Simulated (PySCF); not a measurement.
## Spin states of SiSn⁺

Unrestricted PBE0; PySCF, scalar-relativistic core potentials, basis sets Si def2-SVPD, Sn def2-SVPD with ECP28. Outer shells of the fragments: Si 3s2 3p2; Sn+ 4d10 5s2 5p1.

Followed along the bond (rough minima from three points):

```tsv
2Ms+1	unpaired	⟨S²⟩ at the start	R at minimum (Å)	Te (eV)
4	σ ↑, π ↑↑	3.75	2.56	0.00
2	σ ↓, π ↑↑	1.78	2.55	0.35
2	σ ↑, π ↑↓	1.77	2.56	0.38
2	π ↑	0.75	2.76	0.48
2	σ ↑	0.77	2.59	1.02
```

Solutions found at the starting distance of 2.565 Å, counted from the lowest of them; the search is not exhaustive and high or unbound solutions are not listed, so other states can lie among these:

```csv
2Ms+1,unpaired,term,E (eV),⟨S²⟩,⟨Lz²⟩,μ (D)
4,"σ ↑, π ↑↑",⁴Σ⁻,0.00,3.75,0.00,-1.94
2,"σ ↓, π ↑↑",mixed,0.35,1.78,0.00,-1.95
2,"σ ↑, π ↑↓",mixed,0.38,1.77,2.01,-2.00
2,π ↑,²Π,0.61,0.75,1.00,-2.26
2,σ ↑,mixed,1.02,0.77,2.00,-2.24
2,π ↑,²Π,1.66,0.93,1.02,-1.91
4,"σ ↑, π ↑↑",mixed,2.04,3.76,2.01,-3.15
4,π ↑↑↑,⁴Π,2.58,3.76,1.01,-2.46
4,"π ↑↑, δ ↑",⁴Δ,8.31,3.76,4.00,-2.21
```

A term symbol is given only where ⟨S²⟩ and ⟨Lz²⟩ are close to those of a pure state; real π, δ and φ orbitals otherwise mix terms. A positive dipole points towards Sn; it is taken about the centre of mass and depends on that origin.

Spin–orbit coupling is left out.
